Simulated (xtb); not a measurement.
Species: C₄H₈BN, SMILES `B/C=C/C=C\N` (charge 0, multiplicity 1).

**Question.** Give a relaxed geometry from GFN2-xTB (xtb).

**Answer.** One answer among several that fit: the end point of this relaxation, one of several conformers (outside a Z-matrix the atoms follow the SMILES, hydrogens last).
Z-matrix (Å, degrees):
```
C
C 1 1.3561
H 1 1.0841 2 117.83
H 2 1.0867 1 115.64 3 179.55
C 1 1.4263 3 117.34 2 -179.89
C 5 1.3516 1 125.86 3 -0.85
N 6 1.3637 5 126.33 1 -4.34
H 7 1.0045 6 118.63 5 162.08
H 7 1.0064 8 116.14 6 148.76
H 5 1.0806 6 117.47 7 175.98
H 6 1.0822 5 119.57 10 0.01
B 2 1.5232 4 120.48 1 179.81
H 12 1.1723 2 120.66 4 -0.22
H 12 1.1737 13 119.37 2 -179.86
```
